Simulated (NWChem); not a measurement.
System: CH4ClIn; SMILES [CH3][InH][Cl]

Excerpt of the output:

```
             Northwest Computational Chemistry Package (NWChem) 7.3.0
             --------------------------------------------------------

 C1  symmetry detected

                             Geometry "geometry" -> ""
                             -------------------------

 Output coordinates in angstroms (scale by  1.889725989 to convert to a.u.)

  No.       Tag          Charge          X              Y              Z
 ---- ---------------- ---------- -------------- -------------- --------------
    1 In                  49.0000    -0.33268973     0.34115311     0.00008919
    2 H                    1.0000    -2.04341844     0.50801430    -0.00160195
    3 Cl                  17.0000     0.31705489    -1.94468102     0.00002923
    4 C                    6.0000     1.34349097     1.68135230     0.00030004
    5 H                    1.0000     1.28084826     2.36276961     0.86121789
    6 H                    1.0000     1.33888485     2.28205184    -0.92116701
    7 H                    1.0000     2.27460291     1.10212542     0.05488357

 Effective nuclear repulsion energy (a.u.)     335.9571399942

                                 NWChem DFT Module
                                 -----------------

 Summary of "ao basis" -> "ao basis" (spherical)
 ------------------------------------------------------------------------------
       Tag                 Description            Shells   Functions and Types
 ---------------- ------------------------------  ------  ---------------------
 In                          sto-3g                 11       27   5s4p2d
 H                           sto-3g                  1        1   1s
 Cl                          sto-3g                  5        9   3s2p
 C                           sto-3g                  3        5   2s1p

            General Information
            -------------------
          SCF calculation type: DFT
          Wavefunction type:  closed shell.
          No. of atoms     :     7
          No. of electrons :    76
           Alpha electrons :    38
            Beta electrons :    38
          Charge           :     0
          Spin multiplicity:     1
          Use of symmetry is: off; symmetry adaption is: off
          Maximum number of iterations: 150
          AO basis - number of functions:    45
                     number of shells:    23
          Convergence on energy requested:  1.00D-06
          Convergence on density requested:  1.00D-05
          Convergence on gradient requested:  5.00D-04

              XC Information
              --------------
                         PBE0 Method XC Functional
                     Hartree-Fock (Exact) Exchange  0.250
          PerdewBurkeErnzerhof Exchange Functional  0.750
            Perdew 1991 LDA Correlation Functional  1.000 local
           PerdewBurkeErnz. Correlation Functional  1.000 non-local

             Grid Information
             ----------------
          Grid used for XC integration:  medium
          Radial quadrature: Mura-Knowles
          Angular quadrature: Lebedev.
          Tag              B.-S. Rad. Rad. Pts. Rad. Cut. Ang. Pts.
          ---              ---------- --------- --------- ---------
          In                  1.55      123           8.0       590
          H                   0.35       45          11.0       434
          Cl                  1.00       88          11.0       590
          C                   0.70       49          10.0       434
          Grid pruning is: on
          Number of quadrature shells:   440
          Spatial weights used:  Erf1

      Superposition of Atomic Density Guess
      -------------------------------------

 Sum of atomic energies:       -6176.37992192

      Non-variational initial energy
      ------------------------------

 Total energy =   -6176.394749
 1-e energy   =   -9230.483343
 2-e energy   =    2718.131454
 HOMO         =      -0.151395
 LUMO         =       0.220251

     ---------------------------------------------
      Total Density - Mulliken Population Analysis
     ---------------------------------------------

    Atom       Charge   Shell Charges
 -----------   ------   -------------------------------------------------------
    1 In  49    47.87   2.00  2.00  6.00  2.00  5.99  2.01  5.97  1.11  0.86 10.00  9.93
    2 H    1     1.20   1.20
    3 Cl  17    17.74   2.00  2.00  6.00  1.98  5.76
    4 C    6     6.36   1.99  1.36  3.00
    5 H    1     0.94   0.94
    6 H    1     0.94   0.94
    7 H    1     0.95   0.95

   convergence    iter        energy       DeltaE   RMS-Dens  Diis-err
 ---------------- ----- ----------------- --------- --------- ---------
 d= 0,ls=0.0,diis     1  -6179.6562200970 -6.52D+03  2.81D-02  1.75D-01
 d= 0,ls=0.0,diis     2  -6179.6966548823 -4.04D-02  1.13D-02  5.02D-02
 d= 0,ls=0.0,diis     3  -6179.7106858538 -1.40D-02  2.21D-03  4.31D-03
 d= 0,ls=0.0,diis     4  -6179.7116381608 -9.52D-04  5.37D-04  2.95D-04
 d= 0,ls=0.0,diis     5  -6179.7116911693 -5.30D-05  1.04D-04  1.04D-05
  Resetting Diis
 d= 0,ls=0.0,diis     6  -6179.7116933755 -2.21D-06  1.07D-05  3.73D-08
 d= 0,ls=0.0,diis     7  -6179.7116933887 -1.32D-08  2.43D-06  1.32D-09

         Total DFT energy =    -6179.711693388698
      One electron energy =    -9222.486801213614
           Coulomb energy =     2898.189724122873
    Exchange-Corr. energy =     -191.371756292159
 Nuclear repulsion energy =      335.957139994202

 Numeric. integr. density =       76.000011522236

                       DFT Final Molecular Orbital Analysis
                       ------------------------------------

 Vector   36  Occ=2.000000D+00  E=-2.175471D-01
              MO Center=  1.0D-02, -2.8D-01,  1.4D-03, r^2= 3.5D+00
   Bfn.  Coefficient  Atom+Function         Bfn.  Coefficient  Atom+Function
  ----- ------------  ---------------      ----- ------------  ---------------
    36      0.508172  3 Cl py                27      0.470379  1 In d  2
    16     -0.361167  1 In py                35     -0.329102  3 Cl px
    23      0.260450  1 In d -2              14     -0.230583  1 In s
    41      0.190158  4 C  py                22     -0.172330  1 In d  2
    12      0.156428  1 In py                28     -0.144788  2 H  s

 Vector   37  Occ=2.000000D+00  E=-2.163291D-01
              MO Center=  2.8D-01, -1.8D+00, -6.2D-04, r^2= 1.3D+00
   Bfn.  Coefficient  Atom+Function         Bfn.  Coefficient  Atom+Function
  ----- ------------  ---------------      ----- ------------  ---------------
    37      0.981174  3 Cl pz                33     -0.271458  3 Cl pz
    17      0.181320  1 In pz                24      0.163635  1 In d -1
    13     -0.067839  1 In pz                19     -0.059952  1 In d -1
    26      0.033922  1 In d  1              44      0.032526  6 H  s
    42     -0.030844  4 C  pz                43     -0.029633  5 H  s

 Vector   38  Occ=2.000000D+00  E=-1.887233D-01
              MO Center=  1.7D-01, -7.6D-01,  1.2D-04, r^2= 3.6D+00
   Bfn.  Coefficient  Atom+Function         Bfn.  Coefficient  Atom+Function
  ----- ------------  ---------------      ----- ------------  ---------------
    35      0.750816  3 Cl px                23      0.333007  1 In d -2
    36      0.258237  3 Cl py                40      0.252394  4 C  px
    28      0.243173  2 H  s                 15     -0.208018  1 In px
    31     -0.205982  3 Cl px                41      0.192355  4 C  py
    27     -0.167974  1 In d  2              18     -0.121805  1 In d -2

 Vector   39  Occ=0.000000D+00  E= 5.434432D-02
              MO Center= -2.9D-01,  2.8D-01, -6.7D-04, r^2= 2.6D+00
   Bfn.  Coefficient  Atom+Function         Bfn.  Coefficient  Atom+Function
  ----- ------------  ---------------      ----- ------------  ---------------
    17      1.035074  1 In pz                13     -0.346303  1 In pz
    37     -0.279469  3 Cl pz                 9      0.123130  1 In pz
    44      0.123164  6 H  s                 43     -0.115639  5 H  s
    33      0.072370  3 Cl pz                42     -0.049009  4 C  pz
     5     -0.048091  1 In pz

 Vector   40  Occ=0.000000D+00  E= 1.526663D-01
              MO Center= -1.2D-01, -3.9D-02, -2.4D-04, r^2= 3.2D+00
   Bfn.  Coefficient  Atom+Function         Bfn.  Coefficient  Atom+Function
  ----- ------------  ---------------      ----- ------------  ---------------
    14      1.005747  1 In s                 36     -0.571732  3 Cl py
    28     -0.517180  2 H  s                 39     -0.403817  4 C  s
    16     -0.355011  1 In py                40      0.340631  4 C  px
    34     -0.322488  3 Cl s                 41      0.266747  4 C  py
    25     -0.196712  1 In d  0              10     -0.180245  1 In s

 Vector   41  Occ=0.000000D+00  E= 2.353228D-01
              MO Center= -3.4D-01,  6.7D-01,  1.1D-03, r^2= 2.8D+00
   Bfn.  Coefficient  Atom+Function         Bfn.  Coefficient  Atom+Function
  ----- ------------  ---------------      ----- ------------  ---------------
    16      1.055977  1 In py                28     -0.444836  2 H  s
    36      0.413106  3 Cl py                39     -0.407072  4 C  s
    12     -0.296629  1 In py                14      0.288574  1 In s
    40      0.285494  4 C  px                34      0.276214  3 Cl s
    41      0.259879  4 C  py                15     -0.220209  1 In px

     ---------------------------------------------
      Total Density - Mulliken Population Analysis
     ---------------------------------------------

    Atom       Charge   Shell Charges
 -----------   ------   -------------------------------------------------------
    1 In  49    48.26   2.00  2.00  6.00  2.00  5.99  2.01  5.97  1.12  1.33  9.99  9.84
    2 H    1     1.13   1.13
    3 Cl  17    17.43   2.00  2.00  5.99  1.99  5.45
    4 C    6     6.39   1.99  1.25  3.15
    5 H    1     0.93   0.93
    6 H    1     0.93   0.93
    7 H    1     0.93   0.93

     -------------------------------------------
      Total Density - Lowdin Population Analysis
     -------------------------------------------

    Atom       Charge   Shell Charges
 -----------   ------   -------------------------------------------------------
    1 In  49    48.39   2.00  2.00  6.00  2.00  5.99  1.99  5.87  1.13  1.57  9.99  9.85
    2 H    1     1.12   1.12
    3 Cl  17    17.35   2.00  2.00  5.98  1.94  5.43
    4 C    6     6.26   1.98  1.06  3.22
    5 H    1     0.96   0.96
    6 H    1     0.96   0.96
    7 H    1     0.96   0.96

     Multipole analysis of the density
     ---------------------------------

     L   x y z        total         alpha         beta         nuclear
     -   - - -        -----         -----         ----         -------
     0   0 0 0     -0.000000    -38.000000    -38.000000     76.000000

     1   1 0 0     -0.305987     -0.152993     -0.152993      0.000000
     1   0 1 0      1.306688      0.653344      0.653344     -0.000000
     1   0 0 1     -0.000938     -0.000469     -0.000469      0.000000

     2   2 0 0    -32.499611    -71.145483    -71.145483    109.791355
     2   1 1 0      0.510495     -8.780878     -8.780878     18.072251
     2   1 0 1     -0.006563     -0.001472     -0.001472     -0.003618
     2   0 2 0    -36.506242   -195.410216   -195.410216    354.314190
     2   0 1 1     -0.004520      0.004999      0.004999     -0.014517
     2   0 0 2    -27.645160    -16.667398    -16.667398      5.689636
```

Level: PBE0/STO-3G, non-relativistic. All runs use the structure optimised with PBE0/def2-SVP (def2 core potentials past Kr).

Write an input that gives this output.

One answer among several that fit: the input that was run:
```
start job
memory heap 200 mb stack 900 mb global 1100 mb
geometry units angstroms noautoz
  In    -0.346518     0.373066     0.000312
  H     -2.062252     0.476467    -0.001514
  Cl     0.387423    -1.887141    -0.000520
  C      1.278887     1.774413     0.001212
  H      1.190968     2.452721     0.862375
  H      1.252134     2.374875    -0.920033
  H      2.230803     1.230041     0.055688
end
basis spherical
  * library sto-3g
end
dft
  xc pbe0
  iterations 150
  mulliken
end
task dft energy
```
